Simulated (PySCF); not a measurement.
**CaO: from constants to spectrum**

PBEsol constants of CaO, ¹Σ⁺ (singlet), closed shell (Ca x2c-SVPall, O x2c-SVPall; spin-free X2C with a Gaussian nucleus (PySCF 2.14); masses 39.9626 and 15.9949 u):

| Quantity | Value |
| --- | --- |
| ωe | 791.8 cm⁻¹ |
| ωexe | 3.18 cm⁻¹ |
| Be | 0.45036 cm⁻¹ |
| αe | 0.00265 cm⁻¹ |
| D (centrifugal) | 5.83e-07 cm⁻¹ |
| De to Ca + O | 5.31 eV |

Question: Estimate the standard entropy (1 bar) and heat capacity of the ideal gas at 1000 K, rigid rotor with B0 and harmonic oscillator at the fundamental.

Answer: Translation (Sackur–Tetrode, M = 55.96 u): 184.2 J/(mol K). Rotation: q = kT/(σB0) = 1550 with σ = 1, 69.4. Vibration: x = hcν0/kT = 1.13, 7.73. S° = 261.3 J/(mol K); Cp = 7R/2 + 7.48 = 36.6 J/(mol K).
